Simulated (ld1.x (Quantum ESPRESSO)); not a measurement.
Ti, TM: configuration errors across variants

titanium, norm-conserving Troullier–Martins (Kleinman–Bylander form), made with ld1.x (Quantum ESPRESSO) 7.5 (LDA (PZ), scalar-relativistic). Core [Ne], reference 3s2 3p6 3d2.5 4s1.5 4p0. Waves: 3s (bound): rc 1.50 bohr; 3d (bound): rc 2.15 bohr; 4f channel at -0.05 Ry: rc 1.85 bohr; 3p (bound): rc 1.65 bohr. Local part: the p channel. Core correction: none.

Occupied shells without a wave of their own: 4s. They enter only through the test configuration that unscreens the potential.

All-electron excitation energies from the reference (eV): (1) 3s2 3p6 3d2 4s2 4p0 -0.324; (2) 3s2 3p6 3d2 4s1 4p0 7.212; (3) 3s2 3p6 3d2 4s0 4p0 21.012; (4) 3s2 3p6 3d1 4s0 4p0 48.202; (5) 3s2 3p6 3d3 4s0 4p0 7.235; (6) 3s2 3p6 3d1 4s2 4p1 4.491; (7) 3s2 3p6 3d1 4s2 4p0 9.656; (8) 3s2 3p6 3d2.5 4s1.5 4p0 spin -1.143; (9) 3s2 3p6 3d2 4s2 4p0 spin -0.994.

Spin tests fill each open shell by Hund’s rule, majority spin first.

For the base: The 4s level has no wave, so the channel is fitted at the deeper level alone: the likely source of the large errors.

Errors AE − PS in meV (a dash: test not solved or not reliable):

```csv
change,(1),(2),(3),(4),(5),(6),(7),(8),(9),bound ghosts
base,+120,-140,-581,-748,-320,+380,+388,+90,+179,none
wave 3d (bound): rc 2.15 bohr becomes 3d (bound): rc 1.36 bohr,+114,-142,-577,-873,-331,+277,+287,+89,+172,none
wave 3d (bound): rc 2.15 bohr becomes 3d (bound): rc 1.88 bohr,+117,-141,-579,-811,-327,+325,+334,+85,+173,none
wave 3d (bound): rc 2.15 bohr becomes 3d (bound): rc 2.10 bohr,+119,-140,-581,-763,-322,+367,+375,+88,+177,none
wave 3d (bound): rc 2.15 bohr becomes 3d (bound): rc 2.48 bohr,+127,-137,-584,-609,-305,+498,+505,+108,+197,none
wave 3d (bound): rc 2.15 bohr becomes 3d (bound): rc 3.08 bohr,+150,-123,-590,-187,-263,+822,+828,+168,+250,none
```

Give the same row for: wave 3d (bound): rc 2.15 bohr becomes 3d (bound): rc 2.78 bohr.

+138, -131, -587, -414, -284, +655, +660, +136, +223; bound ghosts: none.
